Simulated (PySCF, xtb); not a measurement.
Nb(S)(OH)(NH2)2 (H₅N₂NbOS), SMILES [NH2][Nb](=[S])([NH2])[OH], multiplicity 1. Other conformers were not sampled.

Harmonic wavenumbers (cm⁻¹) from GFN2-xTB (xtb 6.7.1) at its own minimum, in rising order: 102, 125, 128, 140, 174, 191, 218, 359, 438, 456, 497, 507, 513, 514, 553, 558, 580, 1494, 1498, 3305, 3306, 3332, 3334, 3630.

Problem. What does B3LYP-D3(BJ)/def2-SVP (PySCF) give at its own minimum? (An estimate is asked for; the answer gives what the named calculation found.)

Solution. 122, 150, 159, 192, 199, 224, 273, 327, 440, 457, 489, 520, 539, 604, 683, 684, 722, 1496, 1499, 3527, 3530, 3626, 3626, 3883. Paired by order, the mean absolute difference is 87 cm⁻¹ and the zero-point energies are 37.1 and 40.0 kcal/mol.
